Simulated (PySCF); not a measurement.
PbS, SMILES [S]=[Pb] (connectivity only; charge and spin as stated), neutral, multiplicity 1. Heavy atoms are numbered as in [Pb:1]=[S:2].

Geometry: B3LYP-D3(BJ)/def2-TZVP. The def2 effective core potentials stand for the cores of Pb; spin–orbit coupling is left out.

Level of theory: M06-2X/def2-TZVPD (PySCF).

Mulliken values depend strongly on the basis, most of all with diffuse functions as here. ESP charges are fitted to the potential on shells at 1.4 to 2.0 van der Waals radii. Atomic charges (e), one atom of each kind:

| atom | Mulliken | ESP fit |
|---|---|---|
| Pb1 | 0.57 | [?] |
| S2 | -0.57 | [?] |

Problem. Complete the blanks. (Estimate from the structure and the level; the computed values follow.)

Solution. 
- Pb1, ESP fit: 0.45
- S2, ESP fit: -0.45
